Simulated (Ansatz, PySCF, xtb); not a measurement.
Reaction R1 + 2 R2 → P1 + 2 P2, each structure at its B3LYP-D3(BJ)/def2-TZVP stationary point, reached from a drawn start (curvature not checked).
P1: H7NSi2 (SMILES [SiH3]N[SiH3]), charge 0, multiplicity 1.
P2, H2 (SMILES [H][H]) (charge 0, multiplicity 1):
```
atom   x (Å)   y (Å)    z (Å)
----  ------  ------  -------
H     0.0000  0.0000   0.3720
H     0.0000  0.0000  -0.3720
```
R1, NH3 (SMILES N) (charge 0, multiplicity 1):
```json
[
 {"atom": "N", "x (Å)": "0.0000", "y (Å)": "0.0000", "z (Å)": "0.2791"},
 {"atom": "H", "x (Å)": "0.0000", "y (Å)": "0.9428", "z (Å)": "-0.0931"},
 {"atom": "H", "x (Å)": "0.8165", "y (Å)": "-0.4714", "z (Å)": "-0.0931"},
 {"atom": "H", "x (Å)": "-0.8165", "y (Å)": "-0.4714", "z (Å)": "-0.0931"}
]
```
R2, SiH4 (SMILES [SiH4]) (charge 0, multiplicity 1):
```
atom    x (Å)    y (Å)    z (Å)
----  -------  -------  -------
Si     0.0000   0.0000   0.0000
H      0.8547   0.8547   0.8547
H     -0.8547  -0.8547   0.8547
H     -0.8547   0.8547  -0.8547
H      0.8547  -0.8547  -0.8547
```

P less R. No zero-point or thermal terms.

Frozen-core correlation throughout.

Codes used: Ansatz (Gaussian orbitals); PySCF for M06-2X and the D3/D4 terms; xtb for the GFN methods. No computed number here is a measurement.

| level | reaction energy (kcal/mol) |
|---|---|
| GFN1-xTB | 9.91 |
| PBE-D4/def2-TZVPP | -10.75 |
| revPBE-D3(BJ)/def2-TZVPP | -11.20 |
| PBE0/def2-TZVPP | -8.67 |
| M06-2X/def2-TZVPP | -17.31 |
| CAM-B3LYP-D3(BJ)/def2-TZVPP | -11.59 |
| SCS-MP2/cc-pV(D+d)Z | ? |
| SCS-MP2/cc-pV(Q+d)Z | ? |
| CCSD(T)/cc-pV(D+d)Z | ? |

Task: Complete the blanks.

Result: 
- SCS-MP2/cc-pV(D+d)Z, reaction energy (kcal/mol): -7.94
- SCS-MP2/cc-pV(Q+d)Z, reaction energy (kcal/mol): -15.00
- CCSD(T)/cc-pV(D+d)Z, reaction energy (kcal/mol): -5.66

Ansatz is a quantum-chemistry and plane-wave program.
